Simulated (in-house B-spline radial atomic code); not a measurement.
A fraction x of an electron is moved 2p → 3d in S2+, starting from [Ne] 3s2 3p2 and keeping the highest spin. All numbers are computed (non-relativistic BHandHLYP, spin-polarised, spherical fractional occupations; point nucleus) with an all-electron radial atomic-structure program (B-spline basis), not measured.

Caution: exact exchange at fractional occupations of open shells leaves self-interaction of up to several eV.

```csv
x,E(x) - E(0) (eV),2p down level (eV),3d up level (eV)
0,0.0000,-195.265,-
0.125,23.1199,-197.459,-11.627
0.25,?,?,?
0.375,70.0016,-201.701,-12.512
0.5,93.7509,-203.749,-12.956
0.625,117.6978,-205.750,-13.402
0.75,141.8360,-207.703,-13.848
0.875,?,?,?
1,190.6625,-211.471,-14.746
```

Task: What belongs in the row x = 0.25?

Result: An energy change of 46.4558 eV; 2p down at -199.604 eV, 3d up at -12.069 eV.

Task: What belongs in the row x = 0.875?

Result: An energy change of 166.1596 eV; 2p down at -209.610 eV, 3d up at -14.296 eV.

Task: Check Janak's theorem between x = 0.375 and 0.5.

Result: The slope of the energy is 189.99 eV; the orbital levels give 189.99 eV (ε of the receiving orbital less ε of the emptying one, averaged over the two points).
